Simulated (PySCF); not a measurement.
## Nuclear quadrupole coupling in `Cc1ccc(S(=O)(=O)Cl)cc1F`

Compound: C7H6ClFO2S.
Structure used (GFN2-xTB), in Å, numbered top down from 1:
```xyz
18
C7H6ClFO2S angstrom
C     -2.9373   -0.2834   -0.2009
C     -1.4589   -0.1366   -0.0472
C     -0.7124   -0.9898    0.7587
C      0.6610   -0.8464    0.8738
C      1.2790    0.1691    0.1794
S      3.0391    0.3361    0.2844
O      3.5412   -0.2942    1.4606
O      3.4477    1.6642   -0.0331
Cl     3.5960   -0.8402   -1.2894
C      0.5896    1.0426   -0.6327
C     -0.7790    0.8729   -0.7312
F     -1.4817    1.7108   -1.5119
H     -3.3487   -0.9119    0.5833
H     -3.1634   -0.7374   -1.1658
H     -3.4210    0.6911   -0.1772
H     -1.2182   -1.7749    1.2993
H      1.2542   -1.4960    1.4958
H      1.1041    1.8303   -1.1573
```

Field gradients from the PBE0/pcSseg-1 density (PySCF, non-relativistic), principal values in atomic units, ordered |Vxx| ≤ |Vyy| ≤ |Vzz|:

| atom | Vxx | Vyy | Vzz |
| --- | --- | --- | --- |
| S6 | -0.3636 | -0.5209 | 0.8845 |
| O7 | -0.5253 | -0.7742 | 1.2995 |
| O8 | -0.5230 | -0.7709 | 1.2939 |
| Cl9 | -1.7339 | -1.8786 | 3.6125 |

Find the asymmetry η = (Vxx − Vyy)/Vzz and the couplings χ = eQV/h (234.96 MHz × Q in barn × V in au), with Q(33S) = −0.0678 b, Q(17O) = −0.0256 b, Q(35Cl) = −0.0817 b.

| atom | environment | nucleus | η | χzz (MHz) | χxx (MHz) | χyy (MHz) |
| --- | --- | --- | --- | --- | --- | --- |
| S6 | sulfonyl sulfur | 33S | 0.18 | -14.09 | 5.79 | 8.30 |
| O7 | sulfonyl oxygen | 17O | 0.19 | -7.82 | 3.16 | 4.66 |
| O8 | sulfonyl oxygen | 17O | 0.19 | -7.78 | 3.15 | 4.64 |
| Cl9 | chlorine bonded to S | 35Cl | 0.04 | -69.35 | 33.29 | 36.06 |

The gradient is axial or nearly so (η below 0.05) at Cl9. The tensor is traceless: Vxx + Vyy + Vzz = 0.

What is Vzz at S6 in SI units (1 au = 9.71736 × 10²¹ V/m²)?

0.8845 au = 8.595 × 10²¹ V/m².

What couplings would deuterons (Q(2H) = 0.00286 b) have in place of the hydrogens, at this geometry?

```json
{"atom": "H13", "bonded to": "C1", "bond length (Å)": "1.086", "Vzz (au)": "0.3148", "η": "0.04", "χzz (kHz)": "212"}
{"atom": "H14", "bonded to": "C1", "bond length (Å)": "1.090", "Vzz (au)": "0.3083", "η": "0.03", "χzz (kHz)": "207"}
{"atom": "H15", "bonded to": "C1", "bond length (Å)": "1.088", "Vzz (au)": "0.3092", "η": "0.04", "χzz (kHz)": "208"}
{"atom": "H16", "bonded to": "C3", "bond length (Å)": "1.079", "Vzz (au)": "0.3252", "η": "0.07", "χzz (kHz)": "219"}
{"atom": "H17", "bonded to": "C4", "bond length (Å)": "1.077", "Vzz (au)": "0.3228", "η": "0.07", "χzz (kHz)": "217"}
{"atom": "H18", "bonded to": "C10", "bond length (Å)": "1.077", "Vzz (au)": "0.3234", "η": "0.07", "χzz (kHz)": "217"}
```

Isolated species at its GFN2-xTB geometry (one conformer only). GFN2-xTB bond lengths can be off by several hundredths of an ångström, more for odd bonds, and the gradients follow them. The small basis limits the accuracy of the gradients.
